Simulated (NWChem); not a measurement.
# CH₅AlO₂; SMILES [OH][Al]([CH3])[OH]

```xyz
9

Al    -0.0014     0.0488     0.0011
C     -0.0463    -1.8858     0.0002
H      0.4045    -2.2854    -0.9230
H     -1.0741    -2.2721     0.0718
H      0.5361    -2.2951     0.8413
O     -1.4725     0.9099     0.0001
H     -1.6065     1.8574    -0.0037
O      1.5140     0.8288     0.0001
H      1.7046     1.7664    -0.0041
```
Atoms are numbered in this order, from 1.

Computed with NWChem. Pople sets run with spherical d functions. STO-3G and 3-21G are far too small for this property and stand as cheap habits. The geometry was optimised at PBE0/def2-SVP. Vertical excitations in the gas phase; the lowest state need not have the same character in each row.

```json
[
 {"level": "Hartree-Fock/3-21G, CIS", "basis functions": "50", "lowest excitation, singlet (eV)": "8.56", "lowest state with f > 0.02, singlet (eV)": "8.92", "orbital gap (eV)": "15.13"},
 {"level": "Hartree-Fock/6-31G*, CIS", "basis functions": "70", "lowest excitation, singlet (eV)": "8.91", "lowest state with f > 0.02, singlet (eV)": "8.98", "orbital gap (eV)": "14.77"},
 {"level": "Hartree-Fock/6-31+G*, CIS", "basis functions": "86", "lowest excitation, singlet (eV)": "8.28", "lowest state with f > 0.02, singlet (eV)": "8.28", "orbital gap (eV)": "12.87"},
 {"level": "Hartree-Fock/def2-SVP, CIS", "basis functions": "85", "lowest excitation, singlet (eV)": "8.92", "lowest state with f > 0.02, singlet (eV)": "8.92", "orbital gap (eV)": "14.67"},
 {"level": "Hartree-Fock/def2-SVPD, CIS", "basis functions": "130", "lowest excitation, singlet (eV)": "…", "lowest state with f > 0.02, singlet (eV)": "…", "orbital gap (eV)": "…"},
 {"level": "Hartree-Fock/aug-cc-pVDZ, CIS", "basis functions": "141", "lowest excitation, singlet (eV)": "8.22", "lowest state with f > 0.02, singlet (eV)": "8.22", "orbital gap (eV)": "12.43"}
]
```

Problem. Complete the blanks.

Solution. 
- Hartree-Fock/def2-SVPD, CIS, lowest excitation, singlet (eV): 8.40
- Hartree-Fock/def2-SVPD, CIS, lowest state with f > 0.02, singlet (eV): 8.40
- Hartree-Fock/def2-SVPD, CIS, orbital gap (eV): 13.05
